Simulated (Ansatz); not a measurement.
Reaction (adduct formation): acetonitrile + `[F][Au]` → `CC#[N+][Au-][F]`

Isolated molecules relaxed with PBE0-D4/def2-TZVP in Ansatz; ΔE leaves out vibrations. CCSD(T)/CBS adds triple-zeta CCSD(T) − MP2 to the extrapolated MP2 energy (def2 sets, frozen cores). This one scheme is used for every species. Functionals use def2-TZVPP. B3LYP here is the variant with VWN-RPA as its local correlation; programs differ in this. HSE06 is defined as in plane-wave codes. Elements past krypton have def2 core potentials. For Au outer-core shells are correlated without core-valence functions, which leaves a few kJ/mol of doubt a bond.

| level | ΔE (kcal/mol) | difference from CCSD(T)/CBS |
| --- | --- | --- |
| LDA (SPW92) | -70.2 | -17.7 |
| revPBE-D4 | -49.8 | 2.7 |
| PBE0-D4 | -51.8 | 0.7 |
| B3LYP-D4 | -48.9 | 3.6 |
| r2SCAN0-D4 | -52.8 | -0.3 |
| CAM-B3LYP-D4 | -50.6 | 1.9 |
| PBE0 | -50.5 | 2.0 |
| r2SCAN0 | -52.3 | 0.2 |
| HSE06 | -50.6 | 1.9 |
| BHLYP | -44.6 | 7.9 |
| CAM-B3LYP | -49.2 | 3.3 |
| CCSD/def2-SVP | -44.5 | 8.0 |
| HF/def2-TZVPP | -31.3 | 21.2 |
| HF/CBS(def2) | -30.8 | 21.7 |
| MP2/CBS(def2) | -61.3 | -8.8 |
| CCSD/CBS(def2) | -50.1 | 2.4 |
| CCSD(T)/CBS | -52.5 | 0 |

(1) What do rigid-rotor, harmonic-oscillator terms from PBE0-D4/def2-TZVP frequencies (298.15 K, 1 bar) make of the CCSD(T)/CBS value? (Best estimate.)

Largest T1 diagnostic among the species: 0.030, so the coupled-cluster value is less sure than usual.

Answers

(1) Ansatz gave: ΔZPE = +1.7 kcal/mol, ΔH = -51.2 kcal/mol, ΔS = -147 J/(mol·K), ΔG = -40.7 kcal/mol.

From BLYP to BHLYP (50 % exact exchange), in def2-TZVPP and without D4, ΔE moves by +1.5 kcal/mol. At CCSD(T), def2-SVP lies +6.4 kcal/mol from the extrapolated value and def2-TZVPP +2.3 kcal/mol. Leaving LDA and LC-ωPBE aside and taking each functional with its dispersion term where it has one, the values, not all of them listed here, spread over 8.9 kcal/mol, from r2SCAN-D4 to ωB97M-V. LDA lies −17.8 kcal/mol from PBE without D4.
